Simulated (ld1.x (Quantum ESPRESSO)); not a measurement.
Varying the RRKJ potential for Ag

Base potential:

* Element: silver (Ag)
* Generator: ld1.x (Quantum ESPRESSO) 7.5
* Type: norm-conserving RRKJ (Kleinman–Bylander form)
* Functional: PBE
* Relativity: fully relativistic
* Frozen core: [Ar] 3d10
* Valence charge: 19
* Reference configuration: 4s2 4p6 4d10 5s0 5p1
* Partial waves: 4p (bound): rc 1.75 bohr; 4d (bound): rc 1.75 bohr; 4s (bound): rc 1.60 bohr
* Local potential: the s channel
* Core correction: none

Open shells are filled in proportion to 2j + 1 (rel_dist='average').

Occupied shells without a wave of their own: 5p. They enter only through the test configuration that unscreens the potential.

Cutoffs, loose and tight: the cutoffs (Ry, on a coarse ladder) from which the occupation-weighted sum of valence levels, in a spherical-Bessel basis at the reference potential, stays within 10 and 1 mRy of its value at 400 Ry. They do not see the model core or the augmentation charge, which bear on the density cutoff. Test errors are all-electron minus pseudo excitation energies from the reference, over the configurations 4s2 4p6 4d10 5s1 5p0; 4s2 4p6 4d10 5s0 5p0; 4s2 4p6 4d9 5s0 5p0; 4s2 4p6 4d7 5s0 5p0; 4s2 4p6 4d9 5s1 5p0; 4s2 4p5 4d10 5s1 5p0; 4s2 4p6 4d9 5s1 5p1. A dash means not determined; rows that change the core or the reference have their own tests.

A true bound ghost makes a file unfit for plane-wave use even where its test errors are small: the radial tests pick states by their node count and pass the ghost by.

Cutoffs are not given where the Bessel-basis levels miss the radial ones by over 6 mRy, ghosts where they miss by over 20 mRy; a channel whose overlap is not positive is not tested.

On the changes marked as counting shells twice: ld1.x takes every shell without a wave as core, so the model core holds the marked electrons as well and exchange and correlation see them twice. This cancels in the reference configuration, but the file is broken for other ones, and its errors say nothing about a proper core correction.

| change | outcome | cutoff, loose | cutoff, tight | bound ghosts | largest test error (meV) |
| --- | --- | --- | --- | --- | --- |
| base | generated, misses its reference levels by 0.34 eV | – | – | s (extra level of the local part) | +3228 |
| all radii scaled by about 1.09 (s 1.74, p 1.92, d 1.92 bohr) | generated, misses its reference levels by 0.38 eV | – | – | s (extra level of the local part) | +4434 |
| reference 4s2 4p6 4d10 5s1 5p0 | generated, misses its reference levels by 2.68 eV | – | – | none | -7303 |
| core correction full core density, not smoothed (it rises at the typed radius of 1.40 bohr, so ld1.x skipped the fit) (5p counted twice) | generated, misses its reference levels by 0.34 eV | – | – | s (extra level of the local part) | +3199 |
| wave 4d (bound): rc 1.75 bohr becomes 4d (bound): rc 2.64 bohr | generated, misses its reference levels by 0.34 eV | – | – | s (extra level of the local part) | +3321 |
| local potential the d channel | generated, misses its reference levels by 0.34 eV | 60 Ry | 90 Ry | none | +2056 |

(1) What comes out with this change to the base: type TM?

(2) What comes out with this change to the base: scalar-relativistic?

## Answers

(1) outcome: generated, misses its reference levels by 0.37 eV; bound ghosts: s (extra level of the local part); largest test error (meV): +3230.

(2) outcome: generated, misses its reference levels by 0.33 eV; bound ghosts: s (extra level of the local part); largest test error (meV): +3236.
